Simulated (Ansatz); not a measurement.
The same ligand exchange along the group Si, Ge, Sn.

Calculated with Ansatz (gas phase, PBE0-D4/def2-TZVP geometries, no zero-point term in ΔE). CCSD(T)/CBS is the MP2 limit (def2-TZVPP, def2-QZVPP) plus CCSD(T) − MP2 in def2-TZVPP, frozen cores. This one scheme is used for every species. Functionals use def2-TZVPP. def2 core potentials past Kr. For Br, Ge, Sn outer-core shells are correlated without core-valence functions, which leaves a few kJ/mol of doubt a bond. Scalar relativity is left out up to krypton. Each species was taken in one conformer, which may not be the lowest.

```csv
reaction,PBE0-D4 (kJ/mol),ωB97M-V (kJ/mol)
`N[Si]Br` + H–F → `N[Si]F` + HBr,-26,-39
`[NH2][Ge][Br]` + H–F → `[NH2][Ge][F]` + HBr,27,15
`[NH2][Sn][Br]` + H–F → `[NH2][Sn][F]` + HBr,51,40
```

(1) Give the CCSD(T)/CBS values in the same order. (Best estimate.)

Largest T1 diagnostic: 0.017, for `[NH2][Sn][F]`.

Answers

(1) Computed: -32, 23, 48 kJ/mol.
